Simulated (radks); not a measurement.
These are the eigenvalues of the occupied orbitals of an atom or ion with whole-number occupations (hartree). Calculated with a radial shooting solver on a logarithmic mesh with Libxc functionals: non-relativistic Kohn-Sham, PBE, spin-polarised, spherical densities, point nucleus.

| orbital | eigenvalue |
|---|---|
| 1s up | -2759.027 |
| 1s down | -2759.026 |
| 2s up | -463.6355 |
| 2s down | -463.6230 |
| 2p up | -446.0640 |
| 2p down | -446.0541 |
| 3s up | -110.7484 |
| 3s down | -110.7430 |
| 3p up | -102.4406 |
| 3p down | -102.4350 |
| 3d up | -86.94282 |
| 3d down | -86.93404 |
| 4s up | -25.35443 |
| 4s down | -25.34448 |
| 4p up | -21.74917 |
| 4p down | -21.73844 |
| 4d up | -15.11269 |
| 4d down | -15.09970 |
| 4f up | -6.18552 |
| 4f down | -6.16897 |
| 5s up | -5.47495 |
| 5s down | -5.38985 |
| 5p up | -4.29118 |
| 5p down | -4.20069 |
| 5d up | -2.37594 |
| 5d down | -2.27811 |
| 6p up | -1.32060 |

Which element is it, and in what charge state? The configuration may be excited. Open shells, if any, are filled with parallel spins first.

Answer. Z = 80, mercury, charge +4: Hg4+ in [Xe] 4f14 5d7 6p1. The list shows which subshells hold electrons but not how many an open one holds; the 1s level, -2759 hartree, gives Z - s = 74.3 by -(Z - s)^2/2, which with screening narrows Z to a few neighbours, and the depths of the outer levels then fix element, charge and occupations together.
